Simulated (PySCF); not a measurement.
A structure optimised at ωB97X-D3(BJ)/def2-SVP, used in a PySCF frequency run:

```
C
C 1 1.3450
O 1 1.3593 2 125.85
H 2 1.0916 1 118.32 3 180.00
H 2 1.0927 4 117.63 1 180.00
C 3 1.4056 1 117.63 2 0.00
H 6 1.0983 3 106.99 1 180.00
H 6 1.1056 7 109.24 3 120.73
H 6 1.1056 7 109.24 8 118.54
B 1 1.5752 2 121.20 4 0.00
F 10 1.3383 1 120.30 2 180.00
O 10 1.3535 11 119.45 1 180.00
H 12 0.9648 10 112.52 11 0.00
```
Charge 0, spin multiplicity 1.

Q: Write its SMILES, formula and point group.

A: C=C(OC)B(O)F, C3H6BFO2, Cs

Q: What are its rotational constants (standard atomic weights)?

A: 4.7746, 1.7961, 1.3161 GHz
